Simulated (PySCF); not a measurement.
## The second ionisation energy along group 6

All values are computed (PySCF 2.14, energy differences of UHF-based or UKS calculations, no spin-orbit coupling). Values in eV. The last column holds reference values (NIST; (s) semi-empirical, (t) theoretical, else measured). Unmarked ones compare directly (S terms, centres of terms, or small fine structure); those marked * lie between the lowest fine-structure levels and include a spin-orbit shift.

| element | configurations | MP2 (valence) | SCS-MP2 (valence) | CCSD (valence) | PBE | PBE0 | r2SCAN | reference |
| --- | --- | --- | --- | --- | --- | --- | --- | --- |
| Cr (ANO-RCC-VTZP, spin-free X2C) | [Ar] 3d5 → [Ar] 3d4 | 16.027 | 15.361 | 16.038 | 17.211 | 16.846 | 16.906 | 16.486 * |
| Mo (ANO-RCC-VTZP, spin-free X2C) | [Kr] 4d5 → [Kr] 4d4 | 15.741 | 15.295 | 15.784 | 16.484 | 16.325 | 16.361 | 16.16 ± 0.12 (s) * |
| W (ANO-RCC-VTZP, spin-free X2C) | [Xe] 4f14 5d4 6s1 → [Xe] 4f14 5d4 | 15.437 | 15.143 | 15.493 | 16.432 | 16.148 | 16.491 | 16.37 ± 0.15 (s) * |

"Valence" correlates the outer s and p shells and, in groups 3 to 12 and the f block, the outer d or f shell, open or full, or the next shell where the ion has no valence electron left; the wider scheme adds the next inner shell.
